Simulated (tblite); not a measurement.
C8H8B (doublet state).
Numbering: `[BH:1][c:2]1[cH:3][cH:4][c:5]([CH:6]=[CH2:7])[cH:8][cH:9]1` (hydrogens: H10 on B1; H11 on C3; H12 on C4; H13 on C6; H14, H15 on C7; H16 on C8; H17 on C9)
Bond orders are those of one Lewis drawing.

Computed with GFN2-xTB (tblite), gas phase: L-BFGS steps from a force-field or distance-geometry start until the largest atomic force falls under 0.01 eV/Å.

Step 0: E = -606.2600 eV
```
atom  x, y, z in Å  |  force x, y, z in eV/Å
B1      3.6387   -0.3339    0.1661   -0.930   0.727   0.104
C2      2.0706   -0.1360    0.1484    1.949  -0.780   0.026
C3      1.5260    1.1306    0.3176   -1.783   0.278  -0.107
C4      0.1278    1.3062    0.2963    0.872  -0.916   0.099
C5     -0.7246    0.1907    0.1557   -0.237   0.493  -0.255
C6     -2.1945    0.4230    0.1353    0.805  -0.394   0.189
C7     -3.1013   -0.5307    0.3056   -0.260  -0.030   0.091
C8     -0.1465   -1.0809   -0.0170    0.413  -0.004   0.049
C9      1.2413   -1.2514   -0.0112   -1.466   0.651   0.009
H10     4.3487    0.5922    0.3117    0.062  -0.300  -0.067
H11     2.1480    2.0017    0.4411    0.131  -0.037   0.001
H12    -0.2856    2.2907    0.4292   -0.096   0.089  -0.024
H13    -2.5522    1.4413    0.0290    0.343  -0.011  -0.074
H14    -2.8320   -1.5664    0.4837   -0.192   0.269  -0.100
H15    -4.1568   -0.2689    0.3029    0.286  -0.291   0.010
H16    -0.7687   -1.9595   -0.1695    0.026   0.277   0.060
H17     1.6541   -2.2367   -0.1416    0.077  -0.021  -0.013
```

Question: Estimate the geometry and energy of step 1. (The exact step hangs on the optimiser's Hessian estimate; all steps are aligned on step 0, rigid shifts and turns removed.)

Answer: E = -606.3792 eV, largest force 1.308 eV/Å
```
atom  x, y, z in Å  |  force x, y, z in eV/Å
B1      3.6254   -0.3235    0.1676   -0.890   0.925   0.253
C2      2.0984   -0.1472    0.1488    0.636  -0.176  -0.010
C3      1.5005    1.1345    0.3161    0.502  -0.284  -0.074
C4      0.1402    1.2931    0.2977   -0.419   0.182   0.149
C5     -0.7280    0.1978    0.1520   -0.211  -0.189  -0.229
C6     -2.1830    0.4174    0.1380    0.308  -0.129   0.135
C7     -3.1050   -0.5312    0.3069    0.174   0.072   0.036
C8     -0.1406   -1.0809   -0.0163   -0.532   0.280   0.042
C9      1.2204   -1.2421   -0.0110    0.189  -0.030  -0.052
H10     4.3496    0.5879    0.3108    0.174  -0.397  -0.147
H11     2.1499    2.0011    0.4411   -0.188  -0.245  -0.032
H12    -0.2869    2.2920    0.4289    0.123  -0.348  -0.076
H13    -2.5473    1.4412    0.0280    0.413  -0.188  -0.028
H14    -2.8348   -1.5625    0.4823   -0.171   0.115  -0.064
H15    -4.1527   -0.2730    0.3030    0.070  -0.180   0.005
H16    -0.7683   -1.9556   -0.1686    0.041   0.251   0.059
H17     1.6552   -2.2370   -0.1418   -0.219   0.342   0.031
```

The energy changes by -0.1192 eV. The first-order estimate −F·Δx gives -0.2192 eV and the mean of the old and new forces, exact on a quadratic surface, -0.1212 eV. The step makes an angle of 0° with the force vector and moves no atom by more than 0.030 Å.

What follows is the cost of the whole relaxation. The run took 0.55 s of wall time on one thread, Arm Neoverse V1 (aarch64), no GPU, shared host.
